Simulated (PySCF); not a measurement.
Species: C7H5NO2.
SMILES with atom numbers: `[OH:1][c:2]1[cH:3][cH:4][c:5]2[cH:6][n:7][o:8][c:9]2[cH:10]1` (hydrogens: H11 on O1; H12 on C3; H13 on C4; H14 on C6; H15 on C10)

Geometry (PBE0-D3(BJ)/def2-SVP, Å), atoms numbered from 1 in this order:
```xyz
15
C7H5NO2 angstrom
O      2.8993   -0.3644   -0.5942
C      1.5951   -0.1712   -0.3254
C      1.1943    1.1677   -0.0905
C     -0.1197    1.4812    0.1969
C     -1.0570    0.4374    0.2526
C     -2.4562    0.2702    0.4998
N     -2.8127   -0.9779    0.4205
O     -1.6822   -1.7079    0.1182
C     -0.6369   -0.8762    0.0171
C      0.6809   -1.2217   -0.2762
H      3.0666   -1.3026   -0.7339
H      1.9628    1.9402   -0.1455
H     -0.4157    2.5169    0.3755
H     -3.2110    1.0214    0.7328
H      0.9726   -2.2585   -0.4556
```

Method used: PBE0-D3(BJ)/def2-SVP geometry optimisation, gas phase in PySCF.

Masses are those of the commonest isotopes; rigid-rotor values at the optimised geometry. The values belong to one conformer with, in the numbering `[OH:1][c:2]1[cH:3][cH:4][c:5]2[cH:6][n:7][o:8][c:9]2[cH:10]1`, H–O1–C2–C3 180°.

Problem. Give the principal moments of inertia and the rotational constants in GHz.

Solution. Ia = 141.31, Ib = 475.05, Ic = 616.36 u·Å²; 505379 MHz·u·Å²/I gives 3576, 1064 and 819.9 MHz, that is A = 3.5765, B = 1.0638, C = 0.8199 GHz.

Problem. What kind of rotor is it?

Solution. An asymmetric top: κ = (2 × 1064 − 3576 − 819.9)/(3576 − 819.9) = -0.82.

Problem. What does the inertial defect say?

Solution. Planar: Δ = Ic − Ia − Ib = 0.00 u·Å². For a rigid frame Δ = −2 Σ m c², so it vanishes when all atoms lie in the ab plane; here none is more than 0.01 Å from it.

Problem. Predict some low-J microwave lines.

Solution. The dipole components are |μa| = 2.49 D, |μb| = 0.67 D, |μc| = 0.00 D; the mirror of this Cs structure is the ab plane, so μc vanishes by symmetry and there are no c-type lines. The squared components, which scale the intensities, stand as 1.00 : 0.07 (a : b). Some lines, for components of 0.1 D or more:

```json
{"type": "b", "branch": "Q", "J(Ka,Kc)": "5(1,4) ← 5(0,5)", "MHz": "4899", "lower level (cm⁻¹)": "0.924"}
{"type": "a", "branch": "R", "J(Ka,Kc)": "3(1,3) ← 2(1,2)", "MHz": "5275", "lower level (cm⁻¹)": "0.264"}
{"type": "b", "branch": "Q", "J(Ka,Kc)": "2(2,0) ← 2(1,1)", "MHz": "7555", "lower level (cm⁻¹)": "0.289"}
{"type": "a", "branch": "R", "J(Ka,Kc)": "4(3,1) ← 3(3,0)", "MHz": "7571", "lower level (cm⁻¹)": "1.168"}
{"type": "a", "branch": "R", "J(Ka,Kc)": "5(1,5) ← 4(1,4)", "MHz": "8742", "lower level (cm⁻¹)": "0.674"}
{"type": "b", "branch": "R", "J(Ka,Kc)": "3(2,2) ← 2(1,1)", "MHz": "13189", "lower level (cm⁻¹)": "0.289"}
{"type": "b", "branch": "Q", "J(Ka,Kc)": "5(4,1) ← 5(3,2)", "MHz": "18380", "lower level (cm⁻¹)": "1.737"}
{"type": "b", "branch": "R", "J(Ka,Kc)": "4(3,2) ← 3(2,1)", "MHz": "20666", "lower level (cm⁻¹)": "0.731"}
{"type": "b", "branch": "R", "J(Ka,Kc)": "5(3,2) ← 4(2,3)", "MHz": "22718", "lower level (cm⁻¹)": "0.979"}
{"type": "b", "branch": "Q", "J(Ka,Kc)": "5(5,1) ← 5(4,2)", "MHz": "23677", "lower level (cm⁻¹)": "2.350"}
```

PBE0-D3(BJ)/def2-SVP frequencies: not computed here. These are rigid-rotor constants of the computed structure; measured ground-state constants (B0) also hold zero-point vibration. Quadrupole hyperfine structure (14N) is left out.
